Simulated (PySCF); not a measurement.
Harmonic spectrum computed at PBE0 in the def2-TZVP basis family (core potentials from Rb on, PySCF, no spin–orbit coupling):

```json
{"ω (cm⁻¹)": "674", "IR (km/mol)": "0.0"}
{"ω (cm⁻¹)": "2083", "IR (km/mol)": "150"}
{"ω (cm⁻¹)": "2148", "IR (km/mol)": "62.2"}
```

Task: Which molecule gave it? In each, all ligands are bound to the one heavy central atom.
A. RuH₂ (triplet)
B. OsH₂ (triplet)
C. FeH₂ (quintet)
D. MgH₂ (singlet)

Result: A. It has C2v symmetry with Ru–H 1.559 Å (×2).
